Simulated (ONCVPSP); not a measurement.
Si, ONCV: configuration errors across variants

```
Element                 : silicon (Si)
Generator               : ONCVPSP 4.0.1
Type                    : optimised norm-conserving Vanderbilt (ONCV)
Functional              : LDA (Perdew-Zunger)
Relativity              : scalar-relativistic
Frozen core             : [Ne]
Valence charge          : 4
Reference configuration : 3s1.5 3p2.5
Partial waves           : 3s: rc 1.50 bohr, ncon 4, nbas 7, qcut 3.9 1/bohr, 1 projector; 3p: rc 2.40 bohr, ncon 4, nbas 8, qcut 4.1 1/bohr, 2 projectors, debl 1.6 Ha; d scattering state at 0.07 Ha: rc 2.10 bohr, ncon 5, nbas 8, qcut 4.1 1/bohr, 2 projectors, debl 3.2 Ha
Local potential         : polynomial inside 1.00 bohr (lpopt 4, dvloc0 1 Ha)
Core correction         : none
```

All-electron excitation energies from the reference (eV): (1) 3s2 3p2 -3.381; (2) 3s2 3p1 4.448; (3) 3s2 3p0 20.562; (4) 3s0 3p4 10.398.

Errors AE − PS in meV (a dash: test not solved or not reliable):

| change | (1) | (2) | (3) | (4) | bound ghosts | GHOST(+) flags above zero |
| --- | --- | --- | --- | --- | --- | --- |
| base | +1.5 | +1.0 | +26 | +13 | none | s |
| p: nbas 7 | +1.5 | +1.2 | +27 | +13 | none | s |
| d: rc 2.82 | +1.5 | +1.0 | +26 | +13 | none | s, d |
| s: qcut 4.6; p: qcut 4.9; d: qcut 4.9 | +1.4 | +1.3 | +28 | +12 | none | s |
| core correction Teter function, fcfact 2.25, rcfact 1.1 | +1.2 | +0.9 | +24 | +9.6 | none | s |

Give the same row for: s: qcut 4.5.

+1.6, +0.9, +25, +13; bound ghosts: none; GHOST(+) flags above zero: s.
